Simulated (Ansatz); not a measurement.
fac-[CrF3(NH3)3]- (CrN3F3H9⁻), relaxed as a triplet with UKS PBE0-D4/def2-SVPD in Ansatz, starting from the GFN2-xTB geometry. Force threshold 0.02 eV/Å.

The charge -1 triplet is spin-contaminated (final ⟨S²⟩ up to 3.01, 2.00 for a pure state). The highest occupied level of the charge -1 triplet lies above zero (up to 1.13 eV). It is a level of β spin, whose loss leaves a quartet; that state wasn't run at this geometry and level. The electron is either unbound and held by the finite basis, or the level is raised by self-interaction error. The relaxation made no stability test and no search for a lower SCF solution.

Start:

```xyz
16

Cr    0.395    0.332    0.361
F     2.285   -0.563    0.459
N    -1.727    1.113    0.108
H    -1.380    2.016   -0.191
H    -1.853    1.165    1.112
H    -2.610    0.914   -0.343
F     0.668    2.278   -0.364
N    -0.051   -1.821    0.962
H    -0.298   -1.511    1.894
H     0.933   -2.056    0.983
H    -0.598   -2.634    0.712
F    -0.308    0.500    2.327
N     0.958    0.017   -1.823
H     1.087    1.014   -1.948
H     0.641   -0.402   -2.688
H     1.858   -0.364   -1.561
```

| step | energy (eV) | largest force component (eV/Å) | SCF passes |
| --- | --- | --- | --- |
| 1 | -41163.6142 | 0.505 | 127 |
| 2 | -41163.7500 | 0.292 | 69 |
| 3 | -41163.7746 | 0.528 | 75 |
| 4 | -41163.9544 | 1.043 | 66 |
| 5 | -41164.3716 | 0.500 | 41 |
| 6 | -41164.6265 | 0.524 | 34 |
| 7 | -41164.7070 | 0.358 | 31 |
| 8 | -41164.7353 | 0.262 | 31 |
| 9 (rejected) | -41164.7327 | 0.442 | 32 |
| 10 | -41164.7440 | 0.027 | 30 |
| 11 | -41164.7459 | 0.006 | 28 |

Force components are those of the run's own axes.

End:

| atom | x (Å) | y (Å) | z (Å) |
| --- | --- | --- | --- |
| Cr1 | 0.493 | 0.413 | 0.446 |
| F2 | 2.243 | -0.200 | 0.671 |
| N3 | -1.507 | 0.961 | 0.090 |
| H4 | -1.434 | 1.904 | -0.294 |
| H5 | -1.921 | 1.010 | 1.022 |
| H6 | -2.085 | 0.379 | -0.518 |
| F7 | 0.880 | 2.178 | -0.026 |
| N8 | -0.049 | -1.581 | 0.836 |
| H9 | -0.432 | -1.549 | 1.782 |
| H10 | 0.841 | -2.080 | 0.853 |
| H11 | -0.703 | -2.055 | 0.211 |
| F12 | 0.070 | 0.697 | 2.243 |
| N13 | 0.822 | 0.005 | -1.591 |
| H14 | 0.939 | 0.930 | -2.005 |
| H15 | 0.126 | -0.528 | -2.116 |
| H16 | 1.718 | -0.483 | -1.604 |

By distances, no bond broke or formed. The bond that changes most is Cr1–F12, from 2.10 to 1.87 Å (atoms count from 1).

No frequencies were taken in this run, so the end may be a saddle point.

Hardware: 4 threads of Arm Neoverse V1 on a shared host. Wall time 3.4 min, peak host memory 1.4 GiB.
